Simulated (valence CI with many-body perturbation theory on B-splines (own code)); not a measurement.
The numbers below are computed, except where a source is named.
**From CI to CI+MBPT in Nd⁵⁴⁺**

Method: relativistic CI+MBPT: four valence electrons over a frozen Dirac-Fock core [He], radial functions for each j: 11 s, 11 p, 9 d, 7 f, 5 g, 2 h, 1 i, with the one-electron correlation potential Σ1, the two-electron term Σ2, the three-electron term Σ3, Breit, model QED; selected CI, second order for the rest (own B-spline code, finite nucleus).

The last digits are not significant, and no measured levels were compared; by estimate large intervals hold to a few tenths of a per cent, small ones and those within an open d or f shell to about a per cent. Among the levels kept, up to 280 cm⁻¹ of a level comes from second order outside the variational space, and about a tenth of that is noise between levels of different J, which matters for small intervals.

Each rung adds one term. CI alone is the Dirac-Coulomb CI over the frozen core; QED comes last and gives the full result, which names the levels. Energies are above (2s^2 2p1/2^2) J=0 on the same rung, in Ry.

Levels are named by their leading jj configuration (3d3/2^4 stands for four electrons in 3d with j = 3/2), which in mixed levels can hold well under half, so a name can repeat and another be missing. Letters in brackets count levels of one name in rising energy.

| Level | CI alone | + Σ1 | + Σ2 | + Σ3 | + Breit | Full |
| --- | --- | --- | --- | --- | --- | --- |
| (2s^2 2p1/2 2p3/2) J=1 | 40.16 | 40.17 | 40.17 | 40.17 | 39.50 | 39.57 |
| (2s^2 2p1/2 2p3/2) J=2 | 41.71 | 41.72 | 41.72 | 41.72 | 40.74 | 40.81 |
| (2s 2p1/2^2 2p3/2) J=2 | 56.39 | 56.38 | 56.36 | 56.36 | 56.12 | 55.55 |
| (2s 2p1/2^2 2p3/2) J=1 | 61.31 | 61.30 | 61.28 | 61.27 | 61.14 | 60.58 |
| (2s^2 2p3/2^2) J=2 | 82.82 | 82.84 | 82.83 | 82.83 | 81.36 | 81.49 |
| (2s^2 2p3/2^2) J=0 | 85.92 | 85.94 | 85.94 | 85.94 | 84.80 | 84.93 |
| (2s 2p1/2 2p3/2^2) J=2 [a] | 94.93 | 94.93 | 94.91 | 94.91 | 94.11 | 93.61 |
| (2s 2p1/2 2p3/2^2) J=3 | 98.24 | 98.24 | 98.22 | 98.22 | 96.94 | 96.45 |
| (2s 2p1/2 2p3/2^2) J=0 | 100.75 | 100.75 | 100.74 | 100.73 | 100.17 | 99.67 |
| (2s 2p1/2 2p3/2^2) J=1 [a] | 102.24 | 102.24 | 102.21 | 102.20 | 101.44 | 100.94 |
| (2s 2p1/2 2p3/2^2) J=2 [b] | 103.30 | 103.30 | 103.27 | 103.26 | 102.19 | 101.69 |
| (2s 2p1/2 2p3/2^2) J=1 [b] | 103.19 | 103.19 | 103.17 | 103.16 | 102.43 | 101.93 |
| (2p1/2^2 2p3/2^2) J=2 | 120.23 | 120.21 | 120.16 | 120.15 | 119.85 | 118.73 |
| (2p1/2^2 2p3/2^2) J=0 | 123.57 | 123.55 | 123.51 | 123.49 | 123.54 | 122.42 |
| (2s 2p3/2^3) J=2 | 141.04 | 141.05 | 141.03 | 141.03 | 139.56 | 139.13 |
| (2s 2p3/2^3) J=1 | 145.78 | 145.79 | 145.77 | 145.76 | 144.37 | 143.94 |
| (2p1/2 2p3/2^3) J=1 | 161.00 | 160.98 | 160.94 | 160.93 | 160.18 | 159.11 |
| (2p1/2 2p3/2^3) J=2 | 162.57 | 162.56 | 162.52 | 162.51 | 161.45 | 160.38 |
| (2p3/2^4) J=0 | 205.01 | 205.00 | 204.97 | 204.96 | 203.63 | 202.63 |

Q: How does the ionisation energy move along the ladder, and which term matters most?

A: CI alone 11404, + Σ1 11404, + Σ2 11404, + Σ3 11404, + Breit 11385, + QED 11385 eV. The largest step is Breit, -19 eV. NIST lists 11384 ± 5 eV (theoretical).
